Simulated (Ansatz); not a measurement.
Reaction (cleavage of the Si–Si bond): `[SiH3][SiH2]Br` + HCl → `Cl[SiH2]Br` + SiH₄

Calculated with Ansatz (gas phase, PBE0-D4/def2-TZVP geometries, no zero-point term in ΔE). CCSD(T)/CBS is the MP2 limit (def2-TZVPP, def2-QZVPP) plus CCSD(T) − MP2 in def2-TZVPP, frozen cores. This one scheme is used for every species. Functionals use def2-TZVPP. B3LYP here is the variant with VWN-RPA as its local correlation; programs differ in this. For Br outer-core shells are correlated without core-valence functions, which leaves a few kJ/mol of doubt a bond. Scalar relativity is left out up to krypton.

| level | ΔE (kcal/mol) | difference from CCSD(T)/CBS |
| --- | --- | --- |
| PBE0-D4 | -20.2 | 2.2 |
| B3LYP-D4 | -22.3 | 0.1 |
| CAM-B3LYP-D4 | -23.0 | -0.6 |
| BLYP | -22.3 | 0.1 |
| r2SCAN | -22.3 | 0.1 |
| BHLYP | -24.3 | -1.9 |
| MP2/def2-SVP | -23.3 | -0.9 |
| MP2/def2-TZVPP | -24.3 | -1.9 |
| SCS-MP2/def2-TZVPP | -24.4 | -2.0 |
| SCS-MP2/def2-QZVPP | -24.8 | -2.4 |
| CCSD(T)/CBS | -22.4 | 0 |

Largest T1 diagnostic among the species: 0.011.

Leaving LDA and LC-ωPBE aside and taking each functional with its dispersion term where it has one, the values, not all of them listed here, spread over 4.5 kcal/mol, from ωB97M-V to PBE-D4. From BLYP to BHLYP (50 % exact exchange), in def2-TZVPP and without D4, ΔE moves by −2.0 kcal/mol. At CCSD(T), def2-SVP lies +0.8 kcal/mol from the extrapolated value and def2-TZVPP +0.5 kcal/mol.
